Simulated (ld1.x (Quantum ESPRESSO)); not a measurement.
## What one change does to a pseudopotential (Al (Z = 13), RRKJ)

```
Element                 : aluminium
Generator               : ld1.x (Quantum ESPRESSO) 7.5
Type                    : norm-conserving RRKJ (Kleinman–Bylander form)
Functional              : PBE
Relativity              : scalar-relativistic
Frozen core             : [Ne]
Valence charge          : 3
Reference configuration : 3s2 3p0 (charge +1)
Partial waves           : 3p (bound, empty): rc 2.00 bohr; 3s (bound): rc 1.45 bohr
Local potential         : the s channel
Core correction         : Bessel-smoothed model core inside 0.65 bohr
rho0                    : 0.005
```

All-electron outer shells of the reference configuration (PBE, scalar-relativistic, ld1.x):

```csv
shell,level (eV),outermost node (bohr),outermost maximum (bohr)
3s,-14.81,0.80,2.01
3p,-9.05,0.81,2.39
```

Change: wave 3p (bound): rc 2.00 bohr becomes 3p (bound): rc 2.98 bohr.

Cutoffs: the cutoffs (Ry, on a coarse ladder) from which the occupation-weighted sum of valence levels, in a spherical-Bessel basis at the reference potential, stays within 10 and 1 mRy of its value at 400 Ry; they do not see the model core or the augmentation charge, which bear on the density cutoff. Errors are all-electron minus pseudo energies relative to the spin-unpolarised reference configuration.

Q: How do hardness, ghosts and transferability respond?

A: The potential gets neither clearly harder nor softer (35 Ry and 70 Ry → 35 Ry and 70 Ry); of the 7 tests that both files solve, the error grows in 6 and shrinks in 0 by more than 15 % and 0.3 meV (median size 4.4 → 6.2 meV); neither file shows a bound ghost. More of the atom is replaced by a form fitted at one configuration, so other configurations suffer.

```csv
quantity,base,changed
"cutoff, loose",35 Ry,35 Ry
"cutoff, tight",70 Ry,70 Ry
bound ghosts,none,none
"error for 3s2 3p1, meV [ΔE -5.76 eV]",+3.3,+4.9
"error for 3s1 3p0, meV [ΔE 19.23 eV]",+3.9,+3.9
"error for 3s2 3p0.5, meV [ΔE -3.68 eV]",+1.1,+1.9
"error for 3s0 3p3, meV [ΔE 4.69 eV]",-23,-37
"error for 3s1 3p1, meV [ΔE 5.81 eV]",-4.6,-9.4
"error for 3s2 3p1.3, meV [ΔE -6.34 eV]",+4.4,+6.2
"error for 3s1 3p2, meV [ΔE -0.62 eV]",-5.6,-7.5
```
